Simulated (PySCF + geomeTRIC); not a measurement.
Species: C4H4, SMILES `C#CC=C` (charge 0, multiplicity 1).

Question: Give a relaxed geometry from PBE-D3(BJ)/def2-TZVP (PySCF + geomeTRIC).

Answer: the end point of this relaxation (outside a Z-matrix the atoms follow the SMILES, hydrogens last).
Bond lengths (Å): C1–C2 1.215, C1–H5 1.070, C2–C3 1.418, C3–C4 1.345, C3–H6 1.095, C4–H7 1.090, C4–H8 1.090. Angles (°): C2–C1–H5 179.4, C1–C2–C3 178.2, C2–C3–C4 124.6, C2–C3–H6 115.9, C4–C3–H6 119.4, C3–C4–H7 121.4, C3–C4–H8 120.7, H7–C4–H8 117.8.
